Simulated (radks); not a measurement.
Values are calculated unless marked as measured or tabulated.
Q: Code: a radial shooting solver on a logarithmic mesh with Libxc functionals. Model: scalar-relativistic Kohn-Sham, exchange-only LDA, spin-polarised, spherical densities, finite nucleus; Fermi nuclear charge, rms radius of each element as measured or else 0.836 A^(1/3) + 0.57 fm. Response by self-consistent Sternheimer equations with the Hartree and adiabatic exchange-only LDA kernel, the relativistic mass of each level held fixed and spin-orbit coupling left out. For heavy and open-shell atoms this level of theory can miss by tens of per cent. Rank In+, Te4+, Xe6+, Sn2+, Cd, Ba8+, Cs7+, I5+, Sb3+ (NIST ground configurations) by static dipole polarisability, largest first.

A: Cd 48.55, In+ 23.59, Sn2+ 14.66, Sb3+ 10.14, Te4+ 7.465, I5+ 5.725, Xe6+ 4.522, Cs7+ 3.652, Ba8+ 3.002 bohr^3.
